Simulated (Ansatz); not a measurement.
Molecule: SiO2 (charge -1, doublet). SMILES of the parent species: [Si]([O])=O
Structure (B3LYP-D3(BJ)/def2-TZVP (Ansatz, a program for electronic structure) minimum search):
```xyz
3

O      1.4510    -0.2677     0.0095
Si     0.0007     0.3020     0.0047
O     -1.4521    -0.2608    -0.0177
```
Charge -1, spin multiplicity 2.

**Question.** Give the harmonic wavenumbers at B3LYP-D3(BJ)/def2-TZVP (Ansatz, finite differences of forces, unscaled).

**Answer.** 340, 935, 1198 cm⁻¹. Zero-point energy 3.5 kcal/mol.

**Question.** From these and the geometry, give the ideal-gas thermochemistry at 298.15 K and 1 atm (rigid rotor, harmonic oscillator).

**Answer.** Point group C2v, rotational symmetry number 2. Rotational constants 105.3, 7.495, 6.997 GHz. S(trans) 38.20, S(rot) 20.21, S(vib) 1.38, S(elec, spin only) 1.38, S 61.2 cal/(mol K). H(298) - H(0) 2.64 kcal/mol; G - E(el) -12.1 kcal/mol.
